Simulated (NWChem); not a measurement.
System: C3H2FNS; SMILES c1sc(F)cn1

Here is an NWChem input.

```
start job
memory heap 200 mb stack 900 mb global 1100 mb
geometry units angstroms noautoz
  F      0.113634    -2.126917     0.000000
  C      0.210541    -0.803497     0.000000
  C      1.360231    -0.042422     0.000000
  N      1.141894     1.312100     0.000000
  C     -0.133959     1.591622     0.000000
  S     -1.218846     0.205177     0.000000
  H      2.376594    -0.459769     0.000000
  H     -0.555068     2.608196     0.000000
end
basis spherical
  F library def2-svp
  C library def2-svp
  N library def2-svp
  S library def2-svp
  H library def2-svp
end
dft
  xc xwpbe 1.00 cpbe96 1.0 hfexch 1.00
  cam 0.8 cam_alpha 0.0 cam_beta 1.0
  iterations 150
  vectors input atomic output neutral.movecs
end
task dft energy
charge 1
dft
  odft
  mult 2
  vectors input atomic output cation.movecs
end
task dft energy
```

NWChem printed, in part:

```
             Northwest Computational Chemistry Package (NWChem) 7.3.0
             --------------------------------------------------------

 CS  symmetry detected

                             Geometry "geometry" -> ""
                             -------------------------

 Output coordinates in angstroms (scale by  1.889725989 to convert to a.u.)

  No.       Tag          Charge          X              Y              Z
 ---- ---------------- ---------- -------------- -------------- --------------
    1 F                    9.0000     0.13098043    -2.12496189     0.00000000
    2 C                    6.0000     0.21760068    -0.80082882     0.00000000
    3 C                    6.0000     1.36134193    -0.03084297     0.00000000
    4 N                    7.0000     1.13248601     1.32194152     0.00000000
    5 C                    6.0000    -0.14550054     1.59154088     0.00000000
    6 S                   16.0000    -1.21958121     0.19670747     0.00000000
    7 H                    1.0000     2.38091729    -0.44027957     0.00000000
    8 H                    1.0000    -0.57449626     2.60481190     0.00000000

 Effective nuclear repulsion energy (a.u.)     274.0414892559

      Symmetry information
      --------------------

 Group name             Cs
 Group number              2
 Group order               2
 No. of unique centers     8

  pbe96 is a nonlocal functional; adding pw91lda local functional.

                                 NWChem DFT Module
                                 -----------------

 Summary of "ao basis" -> "ao basis" (spherical)
 ------------------------------------------------------------------------------
       Tag                 Description            Shells   Functions and Types
 ---------------- ------------------------------  ------  ---------------------
 F                          def2-svp                 6       14   3s2p1d
 C                          def2-svp                 6       14   3s2p1d
 N                          def2-svp                 6       14   3s2p1d
 S                          def2-svp                 8       18   4s3p1d
 H                          def2-svp                 3        5   2s1p

      Symmetry analysis of basis
      --------------------------

        a'         71
        a"         27

            General Information
            -------------------
          SCF calculation type: DFT
          Wavefunction type:  closed shell.
          No. of atoms     :     8
          No. of electrons :    52
           Alpha electrons :    26
            Beta electrons :    26
          Charge           :     0
          Spin multiplicity:     1
          Use of symmetry is: on ; symmetry adaption is: on
          Maximum number of iterations: 150
          AO basis - number of functions:    98
                     number of shells:    44
          Convergence on energy requested:  1.00D-06
          Convergence on density requested:  1.00D-05
          Convergence on gradient requested:  5.00D-04

              XC Information
              --------------
                     Hartree-Fock (Exact) Exchange  1.000
                     LC-wPBE(h)Exchange Functional  1.000
            Perdew 1991 LDA Correlation Functional  1.000 local
           PerdewBurkeErnz. Correlation Functional  1.000 non-local

           Range-Separation Parameters
           ---------------------------
           Alpha           :  0.00
           Beta            :  1.00
           Gamma           :  0.80
           Short-Range HF  :     F

             Grid Information
             ----------------
          Grid used for XC integration:  medium
          Radial quadrature: Mura-Knowles
          Angular quadrature: Lebedev.
          Tag              B.-S. Rad. Rad. Pts. Rad. Cut. Ang. Pts.
          ---              ---------- --------- --------- ---------
          F                   0.50       49          12.0       434
          C                   0.70       49          10.0       434
          N                   0.65       49           8.0       434
          S                   1.00       88          10.0       590
          H                   0.35       45          11.0       434
          Grid pruning is: on
          Number of quadrature shells:   423
          Spatial weights used:  Erf1

      Superposition of Atomic Density Guess
      -------------------------------------

 Sum of atomic energies:        -664.75700102

      Non-variational initial energy
      ------------------------------

 Total energy =    -667.777250
 1-e energy   =   -1459.898840
 2-e energy   =     518.080101
 HOMO         =      -0.225905
 LUMO         =       0.014227

      Symmetry analysis of molecular orbitals - initial
      -------------------------------------------------

  Numbering of irreducible representations:

     1 a'          2 a"

  Orbital symmetries:

     1 a'          2 a'          3 a'          4 a'          5 a'
     6 a'          7 a'          8 a'          9 a'         10 a"
    11 a'         12 a'         13 a'         14 a'         15 a'
    16 a'         17 a'         18 a"         19 a'         20 a'
    21 a"         22 a'         23 a'         24 a'         25 a"
    26 a"         27 a"         28 a'         29 a"         30 a'
    31 a'         32 a'         33 a'         34 a'         35 a'
    36 a'

   convergence    iter        energy       DeltaE   RMS-Dens  Diis-err
 ---------------- ----- ----------------- --------- --------- ---------
 d= 0,ls=0.0,diis     1   -667.5272864560 -9.42D+02  9.54D-03  9.88D-01
 d= 0,ls=0.0,diis     2   -667.6000501181 -7.28D-02  4.55D-03  4.33D-01
 d= 0,ls=0.0,diis     3   -667.6441309085 -4.41D-02  1.37D-03  2.01D-02
 d= 0,ls=0.0,diis     4   -667.6471070242 -2.98D-03  5.26D-04  1.73D-03
 d= 0,ls=0.0,diis     5   -667.6474323915 -3.25D-04  2.66D-04  2.11D-04
  Resetting Diis
 d= 0,ls=0.0,diis     6   -667.6474986120 -6.62D-05  9.82D-05  4.38D-05
 d= 0,ls=0.0,diis     7   -667.6475094797 -1.09D-05  3.72D-05  5.12D-06
 d= 0,ls=0.0,diis     8   -667.6475114002 -1.92D-06  1.58D-05  1.70D-06
 d= 0,ls=0.0,diis     9   -667.6475119353 -5.35D-07  2.38D-05  5.82D-07
 d= 0,ls=0.0,diis    10   -667.6475122803 -3.45D-07  2.20D-06  2.81D-08

         Total DFT energy =     -667.647512280284
      One electron energy =    -1461.575310114320
           Coulomb energy =      579.581621330839
    Exchange-Corr. energy =      -59.695312752673
 Nuclear repulsion energy =      274.041489255870

 Numeric. integr. density =       51.999991468176

                  Occupations of the irreducible representations
                  ----------------------------------------------

                     irrep           alpha         beta
                     --------     --------     --------
                     a'               21.0         21.0
                     a"                5.0          5.0

                       DFT Final Molecular Orbital Analysis
                       ------------------------------------

 Vector   24  Occ=2.000000D+00  E=-4.594748D-01  Symmetry=a'
              MO Center=  7.3D-01,  1.1D+00, -3.7D-16, r^2= 2.5D+00
   Bfn.  Coefficient  Atom+Function         Bfn.  Coefficient  Atom+Function
  ----- ------------  ---------------      ----- ------------  ---------------
    46      0.345183  4 N  px                47      0.341347  4 N  py
    50     -0.268786  4 N  py                49     -0.256437  4 N  px
    82     -0.209963  6 S  py                44     -0.193704  4 N  s
    45     -0.182684  4 N  s                 79     -0.179416  6 S  py
    81     -0.176175  6 S  px                33      0.148176  3 C  py

 Vector   25  Occ=2.000000D+00  E=-4.424650D-01  Symmetry=a"
              MO Center= -4.0D-01,  4.1D-01, -8.9D-16, r^2= 2.7D+00
   Bfn.  Coefficient  Atom+Function         Bfn.  Coefficient  Atom+Function
  ----- ------------  ---------------      ----- ------------  ---------------
    83      0.528400  6 S  pz                80      0.383303  6 S  pz
    48      0.306240  4 N  pz                51     -0.229270  4 N  pz
    77      0.215775  6 S  pz                34     -0.130448  3 C  pz
    20      0.113614  2 C  pz                37     -0.097703  3 C  pz
     6      0.089627  1 F  pz                62     -0.087886  5 C  pz

 Vector   26  Occ=2.000000D+00  E=-3.906488D-01  Symmetry=a"
              MO Center=  4.5D-01,  8.6D-02,  6.3D-16, r^2= 2.7D+00
   Bfn.  Coefficient  Atom+Function         Bfn.  Coefficient  Atom+Function
  ----- ------------  ---------------      ----- ------------  ---------------
    20      0.362049  2 C  pz                34      0.346542  3 C  pz
    62     -0.307720  5 C  pz                37      0.255734  3 C  pz
    65     -0.245564  5 C  pz                23      0.243181  2 C  pz
     6      0.198444  1 F  pz                 9     -0.172758  1 F  pz
    83     -0.143677  6 S  pz                48      0.115955  4 N  pz

 Vector   27  Occ=0.000000D+00  E= 5.353591D-02  Symmetry=a"
              MO Center=  9.7D-03,  6.0D-01,  9.5D-16, r^2= 3.2D+00
   Bfn.  Coefficient  Atom+Function         Bfn.  Coefficient  Atom+Function
  ----- ------------  ---------------      ----- ------------  ---------------
    65      0.525613  5 C  pz                83     -0.476687  6 S  pz
    23      0.428515  2 C  pz                62      0.377179  5 C  pz
    20      0.351842  2 C  pz                51     -0.315936  4 N  pz
    48      0.244081  4 N  pz                37     -0.240198  3 C  pz
    80     -0.197032  6 S  pz                34     -0.153902  3 C  pz

 Vector   28  Occ=0.000000D+00  E= 1.191516D-01  Symmetry=a'
              MO Center= -8.1D-01,  3.5D-01, -3.5D-15, r^2= 3.4D+00
   Bfn.  Coefficient  Atom+Function         Bfn.  Coefficient  Atom+Function
  ----- ------------  ---------------      ----- ------------  ---------------
    59      1.077311  5 C  s                 82     -1.009667  6 S  py
    17     -0.845205  2 C  s                 31      0.605184  3 C  s
    22     -0.601225  2 C  py                95     -0.540241  8 H  s
    90     -0.306859  7 H  s                 63     -0.252815  5 C  px
    58      0.247952  5 C  s                 18      0.241529  2 C  px

 Vector   29  Occ=0.000000D+00  E= 1.504392D-01  Symmetry=a"
              MO Center=  7.9D-01,  3.2D-01,  3.2D-17, r^2= 2.8D+00
   Bfn.  Coefficient  Atom+Function         Bfn.  Coefficient  Atom+Function
  ----- ------------  ---------------      ----- ------------  ---------------
    37      0.706274  3 C  pz                51     -0.564851  4 N  pz
    23     -0.527189  2 C  pz                34      0.382508  3 C  pz
    65      0.368842  5 C  pz                48      0.350197  4 N  pz
    20     -0.301446  2 C  pz                62      0.173468  5 C  pz
     9      0.135765  1 F  pz                85      0.111123  6 S  d -1

     Multipole analysis of the density
     ---------------------------------

     L   x y z        total         alpha         beta         nuclear
     -   - - -        -----         -----         ----         -------
     0   0 0 0     -0.000000    -26.000000    -26.000000     52.000000

     1   1 0 0     -0.430847     -0.215424     -0.215424      0.000000
     1   0 1 0      0.171106      0.085553      0.085553      0.000000
     1   0 0 1     -0.000000     -0.000000     -0.000000      0.000000

     2   2 0 0    -29.171394   -104.682891   -104.682891    180.194387
     2   1 1 0     -3.807223      0.052336      0.052336     -3.911895
     2   1 0 1      0.000000      0.000000      0.000000      0.000000
     2   0 2 0    -30.270618   -157.123590   -157.123590    283.976563
     2   0 1 1      0.000000      0.000000      0.000000      0.000000
     2   0 0 2    -31.019717    -15.509858    -15.509858      0.000000

                                 NWChem DFT Module
                                 -----------------

      Symmetry analysis of basis
      --------------------------

        a'         71
        a"         27

            General Information
            -------------------
          SCF calculation type: DFT
          Wavefunction type:  spin polarized.
          No. of atoms     :     8
          No. of electrons :    51
           Alpha electrons :    26
            Beta electrons :    25
          Charge           :     1
          Spin multiplicity:     2
          Use of symmetry is: on ; symmetry adaption is: on
          Maximum number of iterations: 150
          This is a Direct SCF calculation.
          AO basis - number of functions:    98
                     number of shells:    44
          Convergence on energy requested:  1.00D-06
          Convergence on density requested:  1.00D-05
          Convergence on gradient requested:  5.00D-04

              XC Information
              --------------
                     Hartree-Fock (Exact) Exchange  1.000
                     LC-wPBE(h)Exchange Functional  1.000
            Perdew 1991 LDA Correlation Functional  1.000 local
           PerdewBurkeErnz. Correlation Functional  1.000 non-local

           Range-Separation Parameters
           ---------------------------
           Alpha           :  0.00
           Beta            :  1.00
           Gamma           :  0.80
           Short-Range HF  :     F

             Grid Information
             ----------------
          Grid used for XC integration:  medium
          Radial quadrature: Mura-Knowles
          Angular quadrature: Lebedev.
          Tag              B.-S. Rad. Rad. Pts. Rad. Cut. Ang. Pts.
          ---              ---------- --------- --------- ---------
          F                   0.50       49          12.0       434
          C                   0.70       49          10.0       434
          N                   0.65       49           8.0       434
          S                   1.00       88          10.0       590
          H                   0.35       45          11.0       434
          Grid pruning is: on
          Number of quadrature shells:   423
          Spatial weights used:  Erf1

      Superposition of Atomic Density Guess
      -------------------------------------

 Sum of atomic energies:        -664.75700102

 Renormalizing density from      52.00 to     51

      Non-variational initial energy
      ------------------------------

 Total energy =    -659.436832
 1-e energy   =   -1431.823863
 2-e energy   =     498.345541
 HOMO         =      -0.519208
 LUMO         =      -0.277452

   Symmetry analysis of molecular orbitals - initial alpha
   -------------------------------------------------------

  Numbering of irreducible representations:

     1 a'          2 a"

  Orbital symmetries:

     1 a'          2 a'          3 a'          4 a'          5 a'
     6 a'          7 a'          8 a'          9 a'         10 a"
    11 a'         12 a'         13 a'         14 a'         15 a'
    16 a'         17 a'         18 a"         19 a'         20 a'
    21 a"         22 a'         23 a'         24 a"         25 a'
    26 a"         27 a"         28 a'         29 a"         30 a'
    31 a'         32 a'         33 a'         34 a'         35 a'
    36 a'

   Symmetry analysis of molecular orbitals - initial beta
   ------------------------------------------------------

  Numbering of irreducible representations:

     1 a'          2 a"

  Orbital symmetries:

     1 a'          2 a'          3 a'          4 a'          5 a'
     6 a'          7 a'          8 a'          9 a'         10 a"
    11 a'         12 a'         13 a'         14 a'         15 a'
    16 a'         17 a'         18 a"         19 a'         20 a'
    21 a"         22 a'         23 a'         24 a"         25 a'
    26 a"         27 a"         28 a'         29 a"         30 a'
    31 a'         32 a'         33 a'         34 a'         35 a'
    36 a'

[...]
```

Level: LC-wPBE (HJS exchange hole, range parameter 0.8 per bohr)/def2-SVP, vertical spin-unrestricted ions. All runs use the structure optimised with PBE-D3(BJ)/def2-SVP.
